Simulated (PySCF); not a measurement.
These 2 structures share the formula C3H6O3S. Theory: PBE0-D3(BJ)/def2-SVP geometry optimisation, gas phase in PySCF 2.14.0. One conformer each; no zero-point energy, no entropy. No frequencies were run at this level. Point groups hold within 0.08 Å.

Problem. Rank from lowest to highest electronic energy at this level (kcal/mol).
A. `[O:1]=[S:2]1(=[O:3])[CH2:4][CH2:5][CH2:6][O:7]1` with O1–S2–C4–C5 114°, S2–C4–C5–C6 21°, C4–C5–C6–O7 -43°, C5–C6–O7–S2 47° (1,3-propanesultone)
B. `[CH2:1]=[CH:2][S:3](=[O:4])(=[O:5])[O:6][CH3:7]` with C1–C2–S3–O4 -135°, C2–S3–O6–C7 91°

Solution. A (0.0), B (25.5).

As drawn, the higher has a C=C bond outside aromatic rings, which the lower lacks.

| SMILES | E (Eh) | E rel (kcal/mol) | dipole (D) | point group | A, B, C (MHz) |
| --- | --- | --- | --- | --- | --- |
| O=S1(=O)CCCO1 | -740.83391 | 0.0 | 5.52 | C1 | 3973, 2138, 2016 |
| C=CS(=O)(=O)OC | -740.79323 | 25.5 | 4.11 | C1 | 3527, 1903, 1697 |

Problem. How do the relative energies change in single points at PBE0/pcSseg-1 (no added dispersion term) on the same geometries?

Solution. 
```
        SMILES  PBE0-D3(BJ)/def2-SVP (kcal/mol)  PBE0/pcSseg-1 (kcal/mol)  shift
 O=S1(=O)CCCO1                              0.0                       0.0    0.0
C=CS(=O)(=O)OC                             25.5                      24.1   -1.4
```

Each column counts from its own lowest isomer. The order is unchanged; the largest shift is 1.4 kcal/mol.
